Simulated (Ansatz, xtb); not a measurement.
## Two isomers of C3H8B2F2

We compare I, `BC(C)(C)B(F)F`, a singlet, with II, `CCBCB(F)F`, a singlet. Both are isolated molecules in the gas phase, relaxed with PBE-D3(BJ)/def2-SVP; each stands in its lowest conformer found.

Quicker runs give these differences E(II) − E(I): GFN2-xTB −2.9 kcal/mol; HF/STO-3G −15.3 kcal/mol (at GFN2-xTB geometries); r2SCAN-D4/def2-SVP −18.0 kcal/mol (at GFN2-xTB geometries).

Q: Estimate E(II) − E(I) at the level CCSD(T)/def2-SVP + ΔMP2/def2-TZVPP.

A: Calculated at CCSD(T)/def2-SVP + ΔMP2/def2-TZVPP: E(II) − E(I) = −15.5 kcal/mol, so structure II lies lower.

Level by level:

```
                             level             geometry  E(II) − E(I) (kcal/mol)  departure from the last row (kcal/mol)  job, with rough time for the two
                          GFN2-xTB             GFN2-xTB                      −2.9                                   +12.6              optimisation, 0.39 s
                         HF/STO-3G             GFN2-xTB                     −15.3                                    +0.2              single point, 0.34 s
                r2SCAN-D4/def2-SVP             GFN2-xTB                     −18.0                                    −2.5               single point, 3.4 s
               PBE-D3(BJ)/def2-SVP  PBE-D3(BJ)/def2-SVP                     −17.5                                    −2.0                optimisation, 24 s
                       HF/def2-SVP  PBE-D3(BJ)/def2-SVP                     −17.7                                    −2.2           part of the CCSD(T) run
                      MP2/def2-SVP  PBE-D3(BJ)/def2-SVP                     −15.3                                    +0.2           part of the CCSD(T) run
                  CCSD(T)/def2-SVP  PBE-D3(BJ)/def2-SVP                     −14.9                                    +0.5                      single point
CCSD(T)/def2-SVP + ΔMP2/def2-TZVPP  PBE-D3(BJ)/def2-SVP                     −15.5                                                        single point, 67 s
```

As drawn, II has 1 C–B, 1 C–H in place of 1 C–C, 1 B–H.

The levels shown agree on the order. The largest departure from CCSD(T)/def2-SVP + ΔMP2/def2-TZVPP is that of GFN2-xTB, 12.6 kcal/mol. The last row adds to CCSD(T) the change of the MP2 difference between the two basis sets, here −0.5 kcal/mol.

With thermal terms from frequencies at re-optimised GFN2-xTB minima (ideal gas, soft modes damped towards free rotors, one conformer each, 298.15 K, 1 atm): the zero-point term adds +0.9 kcal/mol; ΔH is −14.8 and ΔG −15.1 kcal/mol.

The correlated steps freeze 7 core orbitals. Programs: Ansatz 0.2.0, xtb 6.7.1; the last row on 4 threads of Arm Neoverse V1 on a shared host.
